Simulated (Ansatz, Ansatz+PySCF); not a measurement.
```xyz
5

Ge    0.0000    0.0000    0.0000
H     0.8165    0.8165    0.8165
H     0.8165   -0.8165   -0.8165
H    -0.8165    0.8165   -0.8165
H    -0.8165   -0.8165    0.8165
```

Basis set: def2-SVP (spherical functions). Left uncorrelated: 9 orbitals. Charge 0, multiplicity 1.

Computed with Ansatz (development build ahead of 0.2.0); each method stands on the lowest determinant of its kind that the runs found. Restricted open shells among the atoms or ions are ROHF, correlated in semicanonical orbitals with singles.

(1) Give the atomization energy at this shape (free ground-state atoms in the same class of orbitals less the molecule, no zero-point energy) of singlet GeH4 by RHF-CCSD(T), RHF-MP2, RHF, UHF.

Results:

(1)

```json
{"method": "RHF-CCSD(T)", "atomization energy": "11.67 eV"}
{"method": "RHF-MP2", "atomization energy": "11.34 eV"}
{"method": "RHF", "atomization energy": "9.21 eV"}
{"method": "UHF", "atomization energy": "9.12 eV"}
```

Caution: the shape is not the minimum.
